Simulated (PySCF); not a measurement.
## Correlation energy of Ir (iridium, neutral)

[Xe] 4f14 5d7 6s2, high-spin 4F determinant. Calculation: PySCF 2.14, in def2-QZVPPD with the def2 core potential (60 electrons); a scalar-relativistic core potential. Frozen: 5s2 5p6; 9 electrons correlated.

```csv
level,correlation energy (mhartree)
CCSD,-242.26
(T),-11.55
CCSD(T),-253.81
```

Diagnostics: T1 = 0.020, D1 = 0.0736, largest double amplitude 0.047.

Q: Is a single reference adequate?

A: Yes, within this model without spin-orbit coupling: T1 lies below 0.03 and no double amplitude reaches 0.07.
